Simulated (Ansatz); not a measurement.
```xyz
13

C    -2.309   -0.788   -0.247
O    -0.914   -0.668   -0.069
Si   -0.165    0.381    0.916
Cl   -0.825    2.282    0.500
O     1.418    0.272    0.647
Si    2.559    0.231   -0.537
H    -2.808   -1.062    0.688
H    -2.739    0.147   -0.618
H    -2.487   -1.575   -0.980
H    -0.443    0.123    2.339
H     2.748   -1.167   -0.994
H     2.141    1.078   -1.682
H     3.824    0.747    0.039
```

Total charge 0; spin multiplicity 1.

Problem. List the ωB97M-V/def2-TZVPP orbital energies in eV (Ansatz). (Best estimate.)

Solution. Computed: Occupied: -2771.83, -1808.69, -1807.63, -526.47, -526.45, -283.03, -262.25, -199.71, -199.60, -199.60, -149.52, -148.62, -103.69, -103.65, -103.61, -102.77, -102.71, -102.71, -31.75, -30.95, -25.78, -22.38, -19.35, -17.35, -15.83, -15.77, -15.71, -14.52, -14.51, -13.74, -12.82, -12.11, -11.76, -11.59, -11.45, -11.28, -11.11. Lowest empty: 1.86, 2.61, 3.09, 3.26, 3.37, 3.54, 3.62, 3.99.
